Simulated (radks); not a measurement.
The numbers below are computed, except where a source is named.
Removal energies from the indium ion In10+, [Kr] 4d3, by Delta-SCF beside the eigenvalue of the level emptied. Code: a radial shooting solver on a logarithmic mesh with Libxc functionals. Model: scalar-relativistic Kohn-Sham, PBEsol, spin-polarised, spherical densities, finite nucleus; Fermi nuclear charge, rms radius of each element as measured or else 0.836 A^(1/3) + 0.57 fm. Open shells are filled with parallel spins first.

removed from,final configuration,Delta-SCF (eV),-eigenvalue (eV)
4d,[Kr] 4d2,202.54,191.06
4p,[Ar] 3d10 4s2 4p5 4d3,266.12,254.08
4s,[Ar] 3d10 4s1 4p6 4d3,311.09,298.49
3d,[Ar] 3d9 4s2 4p6 4d3,656.25,629.13
